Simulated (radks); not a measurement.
Results of a calculation; reference values are marked as such.
All-electron atom: Os I in [Xe] 4f14 5d6 6s2 (the NIST ground configuration). Level of theory: Dirac Kohn-Sham, BLYP, spin-unpolarised, spherical densities, point nucleus; open shells fill j = l - 1/2 first (a radial shooting solver on a logarithmic mesh with Libxc functionals).

Unscreened Slater integrals over Kohn-Sham orbitals (hartree). Large and small components are both included.

\begin{tabular}{lr}
integral & value \\ \hline
F0(5d5/2,5d5/2) & 0.48914 \\
F2(5d5/2,5d5/2) & 0.24475 \\
F4(5d5/2,5d5/2) & 0.15892 \\
F0(5d5/2,6s1/2) & 0.35350 \\
G2(5d5/2,6s1/2) & 0.099357 \\
F0(5d5/2,5d3/2) & 0.50035 \\
F2(5d5/2,5d3/2) & 0.25080 \\
G2(5d5/2,5d3/2) & 0.25048 \\
G4(5d5/2,5d3/2) & 0.16290 \\
F0(5d5/2,5p3/2) & 0.58090 \\
F2(5d5/2,5p3/2) & 0.27359 \\
G1(5d5/2,5p3/2) & 0.32280 \\
G3(5d5/2,5p3/2) & 0.19781 \\
F0(6s1/2,6s1/2) & 0.30100 \\
F0(6s1/2,5d3/2) & 0.35726 \\
G2(6s1/2,5d3/2) & 0.092046 \\
F0(6s1/2,5p3/2) & 0.37923 \\
G1(6s1/2,5p3/2) & 0.028213 \\
F0(5d3/2,5d3/2) & 0.51231 \\
F2(5d3/2,5d3/2) & 0.25779 \\
F0(5d3/2,5p3/2) & 0.59943 \\
F2(5d3/2,5p3/2) & 0.28871 \\
G1(5d3/2,5p3/2) & 0.34770 \\
G3(5d3/2,5p3/2) & 0.21317 \\
F0(5p3/2,5p3/2) & 0.74914 \\
F2(5p3/2,5p3/2) & 0.40270 \\
\end{tabular}
